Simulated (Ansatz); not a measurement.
F$_{2}$H$_{2}$MoO$_{3}$, SMILES `[O]=[Mo]([OH])([OH])([F])[F]`, charge 0, multiplicity 1.

**Question.** Give a relaxed structure at PBE0-D4/def2-TZVP (Ansatz). (Estimate.)

**Answer.** Computed: 
Cartesian coordinates in Å:
```
O -0.3458 0.5449 -1.8584
Mo 0.1544 0.0490 -0.3667
O -0.3042 -1.7503 -0.2994
O 0.5820 1.6222 0.5246
F -1.3367 0.1532 0.8108
F 1.9350 -0.3730 -0.5540
H -0.8686 -2.1267 0.3821
H 0.1840 1.8806 1.3610
```
Point group Cs.
